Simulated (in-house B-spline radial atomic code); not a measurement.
A calculation on O⁺: its settings, and results tabulated from the run. Computed with an all-electron radial atomic-structure program (B-spline basis): non-relativistic RPBE, spin-polarised, spherical fractional occupations, point nucleus.

Command:
```bash
python run_scf.py task.json out
```
Settings:
```
Z                8
configuration    [He] 2s2 2p3
hamiltonian      nr
method           rpbe,pbe
spin_polarised   True
```

Output (hartree, bohr):
```
 radial grid: 42 intervals, B-splines of order 8, outer radius 23.5294 bohr

 iter        energy (Eh)    residual
    1         -72.287043    2.17e-01
    2         -74.044158    1.54e-01
    3         -74.527988    4.42e-02
    4         -74.577767    1.11e-02
    5         -74.579980    5.73e-03
    6         -74.581124    1.25e-04
    7         -74.581124    1.60e-05
    8         -74.581124    1.04e-06
    9         -74.581124    6.01e-08

 total energy                       -74.58112
 kinetic                              74.4163
 electron-nucleus                   -172.8539
 Hartree                              31.9554
 exchange-correlation                 -8.0989

 orbital      occ     eigenvalue          <r>       <r^2>       <1/r>       r_max
 1s up      1.000       -19.5970      0.19984     0.05398      7.6211      0.1293
 1s down    1.000       -19.5242     0.199061   0.0535021     7.64214      0.1291
 2s up      1.000        -1.5287      1.07189     1.37676     1.35535      0.8501
 2s down    1.000        -1.3105      1.11356     1.49737     1.30375       0.866
 2p up      3.000        -0.9678      1.08577     1.49823     1.22814      0.7757

 Slater integrals (Eh)
   F0(2s up,2s up)               0.847370
   F0(2s up,2s down)             0.832029
   F0(2s up,2p up)               0.845334
   G1(2s up,2p up)               0.515448
   F0(2s down,2s down)           0.817361
   F0(2s down,2p up)             0.829682
   F0(2p up,2p up)               0.849811
   F2(2p up,2p up)               0.386870
```

Time taken, with all properties: 0.08 s on 1 thread of Arm Neoverse V2, with other jobs on the host.
